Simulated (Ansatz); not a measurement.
`C[SiH](S)CO` → `C[SiH](O)CS`  (isomerisation)

Computed with Ansatz on PBE0-D4/def2-TZVP structures; ΔE is electronic, products minus reactants. CCSD(T)/CBS adds triple-zeta CCSD(T) − MP2 to the extrapolated MP2 energy (def2 sets, frozen cores). Functionals use def2-TZVPP. B3LYP here is the variant with VWN-RPA as its local correlation; programs differ in this. One conformer a species, not always the lowest.

`C[SiH](S)CO`:

```xyz
13

C     0.656   -1.207    1.285
Si   -0.074    0.339    0.540
S     1.432    1.781   -0.004
C    -1.062   -0.021   -1.027
O    -1.431    1.163   -1.710
H     1.232   -0.970    2.181
H     1.319   -1.709    0.575
H    -0.136   -1.908    1.561
H    -0.901    1.087    1.522
H     2.119    0.932   -0.789
H    -0.492   -0.703   -1.679
H    -1.987   -0.546   -0.767
H    -0.674    1.761   -1.689
```

`C[SiH](O)CS`:

Z-matrix (Å, degrees):
```
C
Si 1 1.863
H 1 1.093 2 112.1
H 1 1.093 2 110.0 3 -119.6
H 1 1.094 2 110.9 3 121.1
O 2 1.647 1 112.5 3 61.1
C 2 1.883 1 110.3 3 -59.6
H 2 1.487 1 109.6 3 179.3
H 6 0.962 2 113.8 1 -84.2
S 7 1.818 2 110.7 1 72.4
H 7 1.093 2 109.0 1 -173.2
H 7 1.092 2 114.4 1 -53.2
H 10 1.343 7 97.6 2 -60.2
```

| level | ΔE (kJ/mol) |
| --- | --- |
| PBE-D4 | -74.9 |
| r2SCAN-D4 | -85.6 |
| B3LYP-D4 | -86.4 |
| ωB97X-V | -85.4 |
| B2PLYP | -89.7 |
| B3LYP | -84.8 |
| HF/def2-TZVPP | -94.4 |
| MP2/def2-QZVPP | -96.9 |

Problem. What does CCSD(T)/CBS give? (Best estimate.)

Solution. The calculation gave: -92.2 kJ/mol. The listed levels differ from it by 17.3, 6.6, 5.8, 6.8, 2.5, 7.4, -2.2, -4.7 kJ/mol.

Largest T1 diagnostic among the species: 0.011.

From PBE to PBE0 (25 % exact exchange), in def2-TZVPP and without D4, ΔE moves by −5.2 kJ/mol.
